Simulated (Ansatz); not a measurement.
The first iterations of a band of BClFHO (5 atoms, charge 0, multiplicity 1).

Computed with UKS B3LYP-D4/def2-SVP in Ansatz 0.2.0.

```yaml
movable_images: 3
climbing_image: no
spring: 5.0 eV/Å²
optimiser: quadratic models (default)
start_path: through a guess of the saddle point
force_threshold: 0.05 eV/Å
iteration_limit: 60
end_points: relaxed
```

Image 0:

```xyz
5
Properties=species:S:1:pos:R:3
B -0.138 -0.047 0.357
Cl 1.140 -1.278 0.452
O -0.350 0.688 -0.746
H 0.252 0.486 -1.473
F -0.905 0.149 1.411
```

Image 4:

```xyz
5
Properties=species:S:1:pos:R:3
B -0.862 0.571 0.466
Cl 1.657 -1.320 -0.442
O -0.624 0.907 -0.672
H 0.960 -0.390 -1.023
F -1.130 0.231 1.672
```

| iteration | highest image above the first end (eV) | largest band force component (eV/Å) |
| --- | --- | --- |
| 1 | 2.416 | 2.925 |
| 2 | 2.188 | 1.180 |

**Question.** Does the band converge within its limit, and where does its top end?

**Answer.** It converged. It ended after 8 iterations with the highest image 2.231 eV above the first end. Neighbouring images differ by up to 1.7 eV, so the band resolves the path poorly. No image climbed, so the highest image needn't sit at the top of the path. So few images can step over the top or miss a turn of the path. The orbitals stay closed-shell, which can raise the energy where a bond breaks towards radicals; this wasn't checked here.

Time of the run: 32 s on 2 threads of Intel(R) Xeon(R) Platinum 8488C (Sapphire Rapids), on a shared host, peak memory 0.17 GiB.
